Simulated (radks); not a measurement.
Values are calculated unless marked as measured or tabulated.
Q: O+, 7 electrons, occupied as [He] 2s2 2p3. Code: a radial shooting solver on a logarithmic mesh with Libxc functionals. Model: Dirac Kohn-Sham, PBE, spin-unpolarised, spherical densities, finite nucleus; open shells fill j = l - 1/2 first; Fermi nuclear charge, rms radius 2.6991 fm. Some entries of the table are withheld. Estimate them.

| orbital | occ. | eigenvalue (eV) | <r^2> (bohr^2) | <1/r> (bohr^-1) |
|---|---|---|---|---|
| 1s1/2 | 2 | (1) | 0.05376 | 7.637 |
| 2s1/2 | 2 | -39.6549 | 1.413 | (2) |
| 2p1/2 | 2 | -24.4703 | 1.572 | 1.211 |
| 2p3/2 | 1 | -24.4262 | 1.576 | 1.209 |

A: 
(1) 1s1/2 eigenvalue (eV): -533.5228
(2) 2s1/2 <1/r> (bohr^-1): 1.341
